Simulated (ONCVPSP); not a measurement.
## Ir: excitation energies, all-electron against ONCV

ONCVPSP 4.0.1 input, shortened (lines: element, Z, core and valence counts, functional; n l f; lmax; l rc ep ncon nbas qcut; lloc lpopt rc5 dvloc0; l nproj debl; icmod fcfact rcfact), LDA (Perdew-Wang 92), scalar-relativistic:

```
  Ir 77.00   10    4  -001012      upf
    1    0    2.00
    2    0    2.00
    2    1    6.00
    3    0    2.00
    3    1    6.00
    3    2   10.00
    4    0    2.00
    4    1    6.00
    4    2   10.00
    4    3   14.00
    5    0    2.00
    5    1    6.00
    5    2    7.00
    6    0    2.00
    2
    0    1.75    0.00    4    8    6.80
    1    1.25    0.00    5    8    7.60
    2    2.50    0.00    4    9    7.50
    4    5    1.15    1.00
    0    2    3.80
    1    2    0.50
    2    1    1.90
    1    0.30    0.00
```

In the p channel the program set the typed energies aside and used -2.018, 0.250 Ha.

Energies are relative to the spin-unpolarised reference configuration 5s2 5p6 5d7 6s2; without spin polarisation the order of configurations can differ from experiment.

| valence configuration | charge | ΔE all-electron (eV) | error AE − PS (meV) |
| --- | --- | --- | --- |
| 5s2 5p6 5d7 6s1 | +1 | 10.177 | -5.2 |
| 5s2 5p6 5d7 6s0 | +2 | 28.020 | -21 |
| 5s2 5p6 5d7 6s0 6p2 | 0 | 11.189 | -12 |

What are ΔE and the potential's error for 5s2 5p6 5d6 6s0?

ΔE = 58.865 eV all-electron; the error (AE − PS) is -31 meV.

Levels in the configuration 5s2 5p6 5d7 6s0 6p2:

| level | all-electron (eV) | pseudo (eV) |
| --- | --- | --- |
| 5s | -101.826 | -101.955 |
| 5p | -58.458 | -58.484 |
| 5d | -10.625 | -10.625 |
| 6p | -2.989 | -2.989 |

Note: no bound ghost flagged; GHOST(+) flagged for s at 124.1 eV.
